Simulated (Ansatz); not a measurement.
Cost and result for the atomization energy of C$_{2}$H$_{6}$B$_{2}$O (`CC1BOB1`) (11 atoms, 11 bonds).

```xyz
11

C     1.281    0.607   -0.384
C    -0.187    0.311   -0.190
B    -0.926   -0.072    1.147
O    -1.844   -0.977    0.616
B    -0.940   -1.048   -0.442
H     1.564    1.563    0.064
H     1.548    0.650   -1.443
H     1.907   -0.162    0.075
H    -0.841    1.068   -0.647
H    -0.765    0.084    2.320
H    -0.795   -2.024   -1.115
```

Total charge 0; spin multiplicity 1. All single points use the PBE0-D4/def2-TZVP geometry. Program: Ansatz. All runs use 2 threads of an Intel Xeon on a shared host. Times are those of one run each, without the atoms' runs, and a repeat can differ threefold. Electronic energies, without spin–orbit coupling; frozen cores. CCSD(T)/CBS adds CCSD(T) − MP2 in def2-TZVPP to the MP2 limit, and its time is that of the two runs behind it. T1 = 0.014. B3LYP takes the VWN-RPA correlation (the form of Gaussian; ORCA's B3LYP/G).

CCSD(T)/CBS is a level of theory with its own doubt, some kJ/mol a heavy atom from the limit and from the frozen cores, so smaller differences don't rank the functionals.

```tsv
level	functions	wall time
LDA (SPW92)/def2-TZVPP	239	1.6 s
revPBE-D4/def2-TZVPP	239	2.6 s
BHLYP-D4/def2-TZVPP	239	3.4 s
r2SCANh-D4/def2-TZVPP	239	4.9 s
r2SCAN-D4/def2-TZVPP (with forces)	239	5.5 s
CCSD(T)/def2-SVP	100	5.5 s
B3LYP-D4/def2-TZVPP (with forces)	239	6 s
PBE-QIDH/def2-TZVPP	239	6.5 s
ωB97X-V/def2-TZVPP	239	9 s
ωB97M-V/def2-TZVPP (with forces)	239	13 s
MP2/def2-QZVPP	465	32 s
CCSD(T)/def2-TZVPP	239	4.6 min
CCSD(T)/CBS(def2)	–	5.1 min
```

Task: What atomization energy does each give, and how far from CCSD(T)/CBS? (An estimate is asked.)

Result: Ansatz gave: 
```
                             level  atomization (kJ/mol)  difference from CCSD(T)/CBS  per bond
            LDA (SPW92)/def2-TZVPP                5216.8                        663.9      60.4
              revPBE-D4/def2-TZVPP                4565.2                         12.3       1.1
               BHLYP-D4/def2-TZVPP                4466.2                        -86.7      -7.9
             r2SCANh-D4/def2-TZVPP                4587.2                         34.3       3.1
r2SCAN-D4/def2-TZVPP (with forces)                4610.7                         57.8       5.3
                  CCSD(T)/def2-SVP                4396.7                       -156.2     -14.2
 B3LYP-D4/def2-TZVPP (with forces)                4577.5                         24.6       2.2
               PBE-QIDH/def2-TZVPP                4582.6                         29.7       2.7
                ωB97X-V/def2-TZVPP                4581.8                         28.9       2.6
  ωB97M-V/def2-TZVPP (with forces)                4598.9                         46.0       4.2
                    MP2/def2-QZVPP                4615.1                         62.2       5.7
                CCSD(T)/def2-TZVPP                4454.7                        -98.2      -8.9
                 CCSD(T)/CBS(def2)                4552.9                          0.0       0.0
```

From PBE to PBE0 (25 % exact exchange), in def2-TZVPP and without D4, the atomization energy moves by −63.3 kJ/mol: exact exchange takes away binding that semilocal exchange gives to molecules. At CCSD(T), def2-SVP lies −156.2 kJ/mol from the extrapolated value and def2-TZVPP −98.2 kJ/mol: correlation converges slowly with the basis, and small sets miss more of it in the bonded molecule than in its fragments. The D4 term adds +29.6 kJ/mol with B3LYP and +15.4 kJ/mol with PBE0; it sums over pairs of atoms, weighted by their polarisabilities, and B3LYP, whose exchange is more repulsive, gets the larger term.
